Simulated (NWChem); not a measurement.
# CH5ClSSi; SMILES Cl[SiH2]SC

```xyz
9

Si     0.8962    -0.4592    -0.2409
Cl    -0.3124    -2.0742     0.2990
S      0.2376     1.4099     0.5420
C     -1.3406     1.6530    -0.3869
H      2.2459    -0.6821     0.3216
H      0.8985    -0.4431    -1.7234
H     -1.1695     1.6355    -1.4659
H     -1.7162     2.6375    -0.1009
H     -2.0755     0.8948    -0.1092
```
Atoms are numbered in this order, from 1.

Computed with NWChem. All runs use the structure optimised with B3LYP/6-31G* (spherical d). Level: B3LYP/def2-SVP with SMD (1 M gas to 1 M solution), gas-phase geometry. Reactions with the solvent are ignored.

```csv
solvent,dielectric constant,solvation free energy (kcal/mol),cavity-dispersion-structure term (kcal/mol),dipole in solution (D)
water,78.4,0.0,2.7,2.14
chloroform,4.71,-4.2,-2.2,2.01
acetone,20.5,-4.1,-1.5,2.11
dichloromethane,8.93,-4.3,-2.0,2.07
```
